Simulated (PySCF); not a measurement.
# Indirect couplings

Geometry:
| atom | x (Å) | y (Å) | z (Å) |
| --- | --- | --- | --- |
| C1 | 2.964 | 0.163 | 0.800 |
| C2 | 1.726 | 0.460 | 0.105 |
| C3 | 0.686 | 0.705 | -0.482 |
| Ge4 | -0.934 | 1.088 | -1.390 |
| O5 | -2.285 | 0.937 | -0.241 |
| C6 | -2.446 | -0.241 | 0.496 |
| H7 | 3.699 | -0.291 | 0.117 |
| H8 | 2.791 | -0.543 | 1.627 |
| H9 | 3.412 | 1.077 | 1.222 |
| H10 | -0.982 | 2.543 | -1.862 |
| H11 | -1.119 | 0.079 | -2.540 |
| H12 | -2.716 | -1.106 | -0.142 |
| H13 | -1.537 | -0.513 | 1.065 |
| H14 | -3.264 | -0.091 | 1.218 |

Indirect spin–spin couplings were computed at B3LYP/pcJ-1 (pcSseg-1 on Ge) (without the spin–dipole term) (PySCF 2.14.0 with density-fitted response routines) on a PBE0-D3(BJ)/def2-SVP structure, for the isolated molecule, without vibrational or relativistic corrections. Couplings are averaged over pairs made equivalent by symmetry, fast rotation or ring inversion, so a value needn't be that of the named pair in this geometry, while other rotamers aren't included; one pair stands for each set, and the list holds those of at least 1.5 Hz over up to four bonds, among pairs with at least one C or H atom (others weren't computed).

Isotopes: 13C, 1H, 17O. Couplings to quadrupolar nuclei such as 17O and 33S are rarely resolved in practice.

```json
{"pair": "C1, C2", "bonds": "1", "J (Hz)": "?"}
{"pair": "C1, H7", "bonds": "1", "J (Hz)": "138.4"}
{"pair": "C2, C3", "bonds": "1", "J (Hz)": "161.5"}
{"pair": "O5, C6", "bonds": "1", "J (Hz)": "22.7"}
{"pair": "C6, H12", "bonds": "1", "J (Hz)": "145.6"}
{"pair": "C1, C3", "bonds": "2", "J (Hz)": "9.2"}
{"pair": "C2, H7", "bonds": "2", "J (Hz)": "-10.5"}
{"pair": "C3, H10", "bonds": "2", "J (Hz)": "?"}
{"pair": "O5, H10", "bonds": "2", "J (Hz)": "?"}
{"pair": "O5, H12", "bonds": "2", "J (Hz)": "-7.1"}
{"pair": "H7, H8", "bonds": "2", "J (Hz)": "?"}
{"pair": "H10, H11", "bonds": "2", "J (Hz)": "29.4"}
{"pair": "H12, H13", "bonds": "2", "J (Hz)": "-11.2"}
{"pair": "C2, H10", "bonds": "3", "J (Hz)": "?"}
{"pair": "C3, H7", "bonds": "3", "J (Hz)": "5.7"}
{"pair": "C6, H10", "bonds": "3", "J (Hz)": "3.2"}
```

Task: Estimate the withheld couplings, with signs.

Result: 
- 1J(C1,C2) = 71.9 Hz (bond length 1.451 Å)
- 2J(C3,H10) = 20.2 Hz (mean over equivalent pairs that range from 17.9 to 22.6 Hz in this conformer)
- 2J(O5,H10) = -11.5 Hz (mean over equivalent pairs that range from -19.7 to -3.4 Hz in this conformer)
- 2J(H7,H8) = -18.4 Hz
- 3J(C2,H10) = 5.5 Hz

Relativistic effects of the heavier atoms present are left out.
